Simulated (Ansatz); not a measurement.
A trace of molecular dynamics of C₃H₇BS (12 atoms, charge 0, multiplicity 1).

Level of theory: UKS B3LYP-D4/STO-3G in Ansatz 0.2.0.

* ensemble: NVE (velocity Verlet)
* starting velocities drawn for: 2000 K
* seed: 275066

```
time (fs)    T (K)  potential energy less start (eV)  conserved less start (meV/atom)
      0.0     2000                             0.000                             0.00
      6.0    36890                             8.122                          4435.12
     12.0    36756                            14.173                          4924.88
     18.0    38458                            11.728                          4904.53
     24.0   131795                            23.253                         15918.80
     30.0   176580                            24.358                         20835.01
     36.0   656335                            33.920                         73309.44
     42.0   662582                            45.914                         75059.89
     48.0   660365                            48.475                         75034.55
     54.0   658847                            50.670                         75053.88
     60.0   660114                            48.766                         75031.73
     66.0   658731                            47.319                         74762.16
     72.0   658729                            45.965                         74649.11
     78.0   661379                            43.868                         74759.79
     84.0   659837                            50.078                         75111.18
     90.0   661863                            47.084                         75080.03
     96.0   660387                            49.113                         75090.07
    102.0   662184                            46.644                         75077.91
    108.0  1158678                            52.061                        129009.92
    114.0  1155804                            55.988                        129027.68
    120.0  1154914                            56.816                        128999.34
```

Task: Is this trajectory sound?

Result: The conserved energy changed by up to 130000 meV per atom, so the integration failed: the time step of 3 fs is too long for the fastest motions that this run met, and the later frames carry no physical meaning.

Run time: 16 min on 1 thread of Arm Neoverse V1 (shared host), peak memory 0.16 GiB.
